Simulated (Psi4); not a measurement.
gallium atom (Ga), doublet; HF/6-31G in Psi4.

Input for Psi4:
```
memory 2 GB

molecule mol {
0 2
  Ga    0.000000    0.000000    0.000000
}

set basis 6-31g
set reference uhf

energy('scf')
print_variables()
```

The log (banner, timings and long lists left out):

```
   => Loading Basis Set <=

    Name: 6-31G
    Role: ORBITAL
    Keyword: BASIS

         ---------------------------------------------------------
                                   SCF
               by Justin Turney, Rob Parrish, Andy Simmonett
                          and Daniel G. A. Smith
                              UHF Reference
         ---------------------------------------------------------

  ==> Geometry <==

    Molecular point group: d2h
    Geometry (in Angstrom), charge = 0, multiplicity = 2:

       Center              X                  Y                   Z               Mass
    ------------   -----------------  -----------------  -----------------  -----------------
         GA           0.000000000000     0.000000000000     0.000000000000    68.925573500000

  Running in d2h symmetry.

  Rotational constants: A = ************  B = ************  C = ************ [cm^-1]
  Rotational constants: A = ************  B = ************  C = ************ [MHz]
  Nuclear repulsion =    0.000000000000000

  Charge       = 0
  Multiplicity = 2
  Electrons    = 31
  Nalpha       = 16
  Nbeta        = 15

  ==> Algorithm <==

  SCF Algorithm Type is DF.
  DIIS enabled.
  MOM disabled.
  Fractional occupation disabled.
  Guess Type is CORE.
  Energy threshold   = 1.00e-06
  Density threshold  = 1.00e-06
  Integral threshold = 1.00e-12

  ==> Primary Basis <==

  Basis Set: 6-31G
    Blend: 6-31G
    Number of shells: 11
    Number of basis functions: 29
    Number of Cartesian functions: 29
    Spherical Harmonics?: false
    Max angular momentum: 2

   => Loading Basis Set <=

    Name: (6-31G AUX)
    Role: JKFIT
    Keyword: DF_BASIS_SCF

  ==> Integral Setup <==

  SCF_SUBTYPE=INCORE selected. In-core MEM_DF algorithm will be used.
  Using in-core AOs.

  ==> MemDFJK: Density-Fitted J/K Matrices <==

    J tasked:                   Yes
    K tasked:                   Yes
    wK tasked:                   No
    Algorithm:                 Core
    Schwarz Cutoff:           1E-12
    Mask sparsity (%):       0.0000
    Fitting Condition:        1E-10

   => Auxiliary Basis Set <=

  Basis Set: (6-31G AUX)
    Blend: CC-PVDZ-JKFIT
    Number of shells: 47
    Number of basis functions: 209
    Number of Cartesian functions: 209
    Spherical Harmonics?: false
    Max angular momentum: 3

  Minimum eigenvalue in the overlap matrix is 7.9700257613E-04.
  Reciprocal condition number of the overlap matrix is 2.0491965581E-04.
[...]

  ==> Post-Iterations <==

   @Spin Contamination Metric:   3.984948683E-04
   @S^2 Expected:                7.500000000E-01
   @S^2 Observed:                7.503984949E-01
   @S   Expected:                5.000000000E-01
   @S   Observed:                5.000000000E-01

    Orbital Energies [Eh]
    ---------------------

    Alpha Occupied:

[...]
       3B2u   -0.205310

    Alpha Virtual:

[...]
      11Ag    68.256880

    Beta Occupied:

[...]
    Beta Virtual:

[...]
    Final Occupation by Irrep:
             Ag   B1g   B2g   B3g    Au   B1u   B2u   B3u
    DOCC [     6,    1,    1,    1,    0,    2,    2,    2 ]
    SOCC [     0,    0,    0,    0,    0,    0,    1,    0 ]
    NA   [     6,    1,    1,    1,    0,    2,    3,    2 ]
    NB   [     6,    1,    1,    1,    0,    2,    2,    2 ]

  @DF-UHF Final Energy: -1922.40363997729719

   => Energetics <=

    Nuclear Repulsion Energy =              0.0000000000000000
    One-Electron Energy =               -2684.1834498720127158
    Two-Electron Energy =                 761.7798098947155268
    Total Energy =                      -1922.4036399772971890

  UHF NO Occupations:
  HONO-2 :    5 Ag 1.9999974
  HONO-1 :    6 Ag 1.9998057
  HONO-0 :    3B2u 1.0000000
  LUNO+0 :    7 Ag 0.0001943
  LUNO+1 :    8 Ag 0.0000026
  LUNO+2 :    2B1g 0.0000011
  LUNO+3 :    2B3g 0.0000011

Computation Completed

Properties will be evaluated at   0.000000,   0.000000,   0.000000 [a0]

Properties computed using the SCF density matrix

 Multipole Moments:

 ------------------------------------------------------------------------------------
     Multipole            Electronic (a.u.)      Nuclear  (a.u.)        Total (a.u.)
 ------------------------------------------------------------------------------------

 L = 1.  Multiply by 2.5417464519 to convert [e a0] to [Debye]
 Dipole X            :          0.0000000            0.0000000            0.0000000
 Dipole Y            :          0.0000000            0.0000000            0.0000000
 Dipole Z            :          0.0000000            0.0000000            0.0000000
 Magnitude           :                                                    0.0000000

 ------------------------------------------------------------------------------------

  Variable Map:
  ----------------------------------------------------------------------------
[...]
  Array Variable Map:
  ----------------------------------------------------------------------------
[...]
[...]
```
